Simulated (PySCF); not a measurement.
A species of formula C6H9NO has this rotational fingerprint, computed with PBE0/def2-SVPD in PySCF (dipole) on a GFN2-xTB geometry, gas phase:

- Rotational constants: A = 4660, B = 1058, C = 1022 MHz
- Dipole components: |μa| = 1.56 D, |μb| = 2.29 D, |μc| = 2.59 D
- Inertial defect: -91.58 u·Å²
- κ: -0.98

**Question.** Which structure is it? (One computed conformer of each.)
A. `[CH2:1]=[C:2]([CH3:3])[C:4](=[CH2:5])[C:6]([NH2:7])=[O:8]` with C1–C2–C4–C5 -145°, C2–C4–C6–N7 35°, C4–C6–N7–H 179° and -5°
B. `[NH2:1][C:2](=[O:3])[CH:4]=[C:5]1[CH2:6][CH2:7][CH2:8]1` with H–N1–C2–O3 -1° and -179°, N1–C2–C4–C5 179°
C. `[CH2:1]=[C:2]1[CH2:3][C@@H:4]1[NH:5][C:6]([CH3:7])=[O:8]` with C3–C4–N5–C6 143°, C4–N5–C6–C7 179°

**Answer.** C. It is C=C1C[C@@H]1NC(C)=O, a near-prolate asymmetric top, point group C1. The candidates at the same level (rigid rotor, commonest isotopes):

| SMILES | A (MHz) | B (MHz) | C (MHz) | μa (D) | μb (D) | μc (D) | Δ (u·Å²) | point group | rotor |
| --- | --- | --- | --- | --- | --- | --- | --- | --- | --- |
| C=C(C)C(=C)C(N)=O | 3292 | 1643 | 1250 | 3.11 | 1.76 | 1.66 | -56.86 | C1 | asymmetric top |
| C=C1C[C@@H]1NC(C)=O | 4660 | 1058 | 1022 | 1.56 | 2.29 | 2.59 | -91.58 | C1 | near-prolate asymmetric top |
| NC(=O)C=C1CCC1 | 5657 | 1190 | 1001 | 0.22 | 3.24 | 0.00 | -9.41 | Cs | near-prolate asymmetric top |

`C=C(C)C(=C)C(N)=O` has B 55 % too high; `NC(=O)C=C1CCC1` has A 21 % too high. No structure here is proved a minimum.
